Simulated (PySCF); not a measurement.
Gas-phase reaction: 2 GeS + 4 H2 → Ge2H6 + 2 SH, at 1400 K and a standard pressure of 1 bar. Level: PBE0/def2-QZVP†.

Energies from PySCF, thermal terms from the rigid-rotor harmonic-oscillator model, ideal gas at 1 bar. † marks an energy on the PBE0/def2-TZVP geometry and frequencies. Open shells (unrestricted): SH (multiplicity 2, electronic degeneracy 4); the rest are closed-shell singlets. Spin-orbit splitting is ignored; it lowers the true energy and changes the entropy of SH. Ge: all electrons, no relativistic terms. The harmonic model lacks anharmonicity and excited electronic states, which grow with temperature; levels with a mode under 35 cm⁻¹ are left out. Internal rotation in Ge2H6 is treated as a harmonic vibration of one conformer, which makes the entropy rough.

```
species       E (Ha)  H(1400 K) − E (kJ/mol)  S°(1400 K) (J/mol/K)
-------  -----------  ----------------------  --------------------
GeS      -2474.89376                    52.7                 291.0
H2          -1.16903                    67.7                 175.9
Ge2H6    -4157.16422                   287.9                 495.1
SH        -398.62541                    59.1                 245.0
```
E: electronic energy; H − E holds the zero-point and thermal terms. 1 Ha = 2625.5 kJ/mol.

### Question
Work out ΔH°, ΔS°, ΔG° and log10 K from these numbers.

### Answer
1. ΔE = 1×(-4157.16422) + 2×(-398.62541) − 2×(-2474.89376) − 4×(-1.16903) = 0.04860 Ha = 127.6 kJ.
2. Δ(H − E) = 1×(287.9) + 2×(59.1) − 2×(52.7) − 4×(67.7) = 29.9 kJ, so ΔH° = 157.5 kJ.
3. ΔS° = 1×(495.1) + 2×(245.0) − 2×(291.0) − 4×(175.9) = -300.5 J/K; the number of gas molecules changes by -3.
4. ΔG° = ΔH° − TΔS° = 157.5 − 1400×(-300.5)/1000 = 578.2 kJ.
5. log10 K = −ΔG°/(RT ln 10) = -21.57, with RT ln 10 = 26.80 kJ/mol; at standard pressures the reactants are favoured.
6. A shift of 10 kJ in ΔE would move log10 K by 0.37 here.
For scale, ΔH°(298 K) is 150 kJ at this level, 186 kJ at ωB97M-V/def2-TZVP†, and runs from 18 to 278 kJ over the 19 levels computed.
